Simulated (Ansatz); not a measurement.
Isolated molecules relaxed with PBE0-D4/def2-TZVP in Ansatz; ΔE leaves out vibrations. CBS: MP2 limit from def2 TZ/QZ plus the TZ coupled-cluster correction, frozen cores. This one scheme is used for every species. DFT in def2-TZVPP. One conformer a species, not always the lowest.

Reaction (ligand exchange at the Si–N bond): `N=C(S)N[SiH2]O` + `OBF` → `O[SiH2]OBF` + `N=C(N)S`

`N=C(S)N[SiH2]O`:

Cartesian coordinates in Å:
```
N 0.003 1.197 1.363
C 0.439 0.029 1.133
S 1.691 -0.663 2.180
N 0.069 -0.833 0.119
Si -0.825 -0.382 -1.301
O 0.047 0.460 -2.403
H -0.751 1.457 0.729
H 1.676 0.371 3.033
H 0.509 -1.741 0.144
H -1.195 -1.653 -1.951
H -1.998 0.411 -0.859
H 0.335 1.348 -2.187
```

`OBF`:

Z-matrix (Å, degrees):
```
B
O 1 1.344
F 1 1.332 2 120.3
H 1 1.192 2 120.1 3 -180.0
H 2 0.963 1 113.4 3 -0.0
```

`O[SiH2]OBF`:

```xyz
9

O     0.654    1.667   -0.356
Si   -0.457    0.883    0.551
O    -0.563   -0.722    0.191
B     0.057   -1.619   -0.587
F    -0.405   -2.861   -0.605
H     1.584    1.561   -0.153
H    -0.124    0.955    1.993
H    -1.758    1.495    0.227
H     1.012   -1.359   -1.261
```

`N=C(N)S`:

Z-matrix (Å, degrees):
```
C
N 1 1.371
S 1 1.786 2 114.7
N 1 1.265 2 121.8 3 179.8
H 2 1.006 1 116.8 3 35.4
H 2 1.009 1 112.9 3 171.8
H 3 1.343 1 96.8 2 28.6
H 4 1.014 1 112.3 2 -172.1
```

CCSD(T)/CBS gives -0.49 eV.

Question: Another level gave -0.49 eV. Which?
A. PBE-D4/def2-TZVPP
B. ωB97M-V/def2-TZVPP
C. B2PLYP/def2-TZVPP
D. HF/def2-TZVPP

Answer: B. ωB97M-V -0.49, HF/def2-TZVPP -0.66, B2PLYP -0.54, PBE-D4 -0.43 eV.

Largest T1 diagnostic among the species: 0.014.

In def2-TZVPP, CCSD(T) changes the Hartree–Fock value by +0.18 eV (the triples alone add +0.03 eV) and MP2 by +0.19 eV. The D4 term adds +0.07 eV with B3LYP and +0.04 eV with PBE0; it sums over pairs of atoms, weighted by their polarisabilities, and B3LYP, whose exchange is more repulsive, gets the larger term.

B3LYP here is the variant with VWN-RPA as its local correlation; programs differ in this.
